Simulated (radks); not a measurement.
Results of a calculation; reference values are marked as such.
Trend from N2+ to Bi2+: ionisation energy by Delta-SCF between NIST ground configurations, and size. Code: a radial shooting solver on a logarithmic mesh with Libxc functionals. Model: non-relativistic Kohn-Sham, LDA (Slater exchange, Perdew-Wang correlation), spin-polarised, spherical densities, point nucleus; open shells are filled with parallel spins first (spin-orbit coupling, left out, can overturn this in heavy ions).

species      configuration  configuration of the ion  IE (eV)  NIST (eV)       kind  -e(HOMO) (eV)  outermost  <r> outermost (bohr)  r at 0.001 e/bohr^3 (bohr)
N2+           [He] 2s2 2p1                  [He] 2s2   47.755     47.445  semi-emp.    38.620 (2p)         2s                  1.19                        2.68
P2+           [Ne] 3s2 3p1                  [Ne] 3s2   30.183     30.203       exp.    24.898 (3p)         3p                  1.96                        3.46
As2+     [Ar] 3d10 4s2 4p1             [Ar] 3d10 4s2   28.243      28.35       exp.    23.361 (4p)         4p                  2.14                        3.57
Sb2+     [Kr] 4d10 5s2 5p1             [Kr] 4d10 5s2   24.876     25.324       exp.    20.689 (5p)         5p                  2.50                        3.92
Bi2+              [Hg] 6p1                      [Hg]   23.582     25.571       exp.    19.653 (6p)         6p                  2.67                        4.07

Reference values: NIST Atomic Spectra Database (exp. = measured, semi-emp. = semi-empirical, theory = theoretical value adopted there). Relativity is left out here, which matters for elements this heavy. Open shells are spherical and high-spin; term and fine-structure splittings are not resolved.
